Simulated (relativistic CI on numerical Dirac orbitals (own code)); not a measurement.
**Sensitivity of the levels of Yb¹⁷⁺ to α and to the nuclear radius**

Calculated at this level of theory: Dirac-Coulomb-Breit CI, KLI orbitals optimised for each configuration, derivatives by finite differences, unscaled Slater integrals, QED left out (own radial code, finite nucleus).

CI space (outside the closed core [Kr] 4d10): 4f⁷.

With x = (α/α₀)² − 1 an excitation energy changes as ω = ω₀ + qx; K = 2q/ω₀ is the relative enhancement. Terms are leading LS components, so labels can repeat. The field-shift factor is F = δν/δ⟨r²⟩ for the transition from the lowest level.

Lowest level 4f⁷ ⁸S°7/2.

```tsv
Level	ω₀ (cm⁻¹)	q (cm⁻¹)	F (GHz/fm²)
4f⁷ ⁶P°7/2	59544.5	-9770	0.17
4f⁷ ⁶P°5/2	61866.2	-5617	0.333
4f⁷ ⁶P°3/2	63923.0	-2480	0.46
4f⁷ ⁶I°7/2	65979.0	-6698	0.334
4f⁷ ⁶I°17/2	67274.6	-3008	0.494
4f⁷ ⁶I°9/2	67370.9	-3755	0.452
4f⁷ ⁶I°11/2	68418.3	-1528	0.542
4f⁷ ⁶I°15/2	68731.4	-490	0.589
4f⁷ ⁶I°13/2	68926.2	-456.7	0.587
4f⁷ ⁶D°9/2	75538.4	-4137	0.508
4f⁷ ⁶D°7/2	79121.7	665.4	0.704
4f⁷ ⁶D°1/2	79304.7	2722	0.773
4f⁷ ⁶D°3/2	80185.2	3871	0.821
4f⁷ ⁶D°5/2	80497.5	3711	0.82
4f⁷ ⁴F°7/2	91169.4	-16170	0.219
4f⁷ ⁶G°5/2	94493.4	-12180	0.387
4f⁷ ⁶G°11/2	95867.3	-9146	0.512
4f⁷ ⁶G°9/2	96203.0	-7275	0.577
4f⁷ ⁶G°3/2	97855.3	-7148	0.59
4f⁷ ⁴N°17/2	99855.4	-12420	0.444
4f⁷ ⁶G°7/2	100241.3	-4757	0.697
4f⁷ ⁶G°13/2	100682.4	-4645	0.714
4f⁷ ⁴G°9/2	102606.5	-9331	0.56
```

At this charge energies of transitions that change n are usually good to better than 1 %, and those within a shell (Δn = 0) to a few per cent. Terms inside the open d or f shell come out 10 to 20 % too wide with unscaled integrals.

Question: Which transition from the lowest level has the largest |K|?

Answer: 4f⁷ ⁴F°7/2 at 91169.4 cm⁻¹, K = -0.355.
